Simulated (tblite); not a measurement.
C$_{4}$H$_{9}$ (SMILES C[C-](C)C), charge -1, singlet, at a GFN2-xTB geometry; GFN1-xTB (tblite 0.6.0).

Input for tblite:
```
$ tblite run mol.xyz --method gfn1 --charge -1 --spin 0 --grad --json tblite.json --no-restart

# file mol.xyz
13

C      0.00366132    -0.00257993     0.50987381
C      0.00604899     1.42125247    -0.05700883
H     -0.00171725     1.48743097    -1.17683124
H     -0.87186003     1.98005613     0.29102195
H      0.89392380     1.97203055     0.27830152
C      1.22682796    -0.71573222    -0.07658806
H      1.27104904    -0.74055799    -1.19724426
H      2.15487708    -0.23527963     0.25807796
H      1.26497933    -1.76050060     0.25675066
C     -1.23425894    -0.70454644    -0.05885878
H     -1.29484415    -0.72889586    -1.17875997
H     -1.27709886    -1.74894672     0.27506338
H     -2.15298495    -0.21570016     0.28911112
```

Output, abridged:

```
xTB calculator
 | screened Coulomb repulsion
 | Coulomb electrostatics
 |  * isotropic Klopman-Ohno-Mataga-Nishimoto electrostatics
 |  * onsite third-order electrostatics
 | DFT-D3(BJ) dispersion correction

halogen bonding energy    0.0000000000000E+00 Eh
repulsion energy          1.6940658070241E-01 Eh
dispersion energy        -3.7749606808757E-03 Eh
number of electrons       2.6000000000000E+01 e
integral cutoff           1.9731147476801E+01 bohr

------------------------------------------------------------
  cycle        total energy    energy error   density error
------------------------------------------------------------
      1     -13.43917095719  -1.3604803E+01   5.7911298E-01
      2     -13.45250231809  -1.3331361E-02   3.3778396E-01
      3     -13.45271246029  -2.1014220E-04   3.2466187E-02
      4     -13.45280994606  -9.7485774E-05   3.7254045E-03
      5     -13.45281693348  -6.9874185E-06   6.8362250E-04
      6     -13.45281735049  -4.1700719E-07   2.2299766E-05
      7     -13.45281735049  -6.8212103E-12   2.9325682E-05
      8     -13.45281735104  -5.4305715E-10   2.3804515E-06
------------------------------------------------------------

electronic energy        -1.3618448971057E+01 Eh
total energy             -1.3452817351036E+01 Eh

Post processing:
 | Mayer-Wiberg bond orders

[Info] Tight-binding results written to 'tblite.txt'
[Info] JSON dump of results written to 'tblite.json'
```
